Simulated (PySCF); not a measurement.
**Excitation energy of Al by level of theory**

Al [Ne] 3s2 3p1 (2P) → Al [Ne] 3s1 3p2 (4P), as a difference of total energies. Calculation: PySCF 2.14, in def2-QZVPPD; no relativity, point nucleus. Correlated levels: valence and next inner shell: 1s2 frozen. The calculations carry no spin-orbit coupling.

Question: Order these methods by the excitation energy they give, lowest first.
A. SCS-MP2 (valence and next inner shell)
B. CCSD (valence and next inner shell)
C. MP2 (valence and next inner shell)
D. CCSD(T) (valence and next inner shell)

Answer: C (3.335 eV), B (3.503 eV), D (3.557 eV), A (3.617 eV).

Errors of the correlated levels include the incompleteness of this basis and the frozen core.

For comparison: 3.598 eV (measured; NIST levels, between the centres of gravity of the two terms).
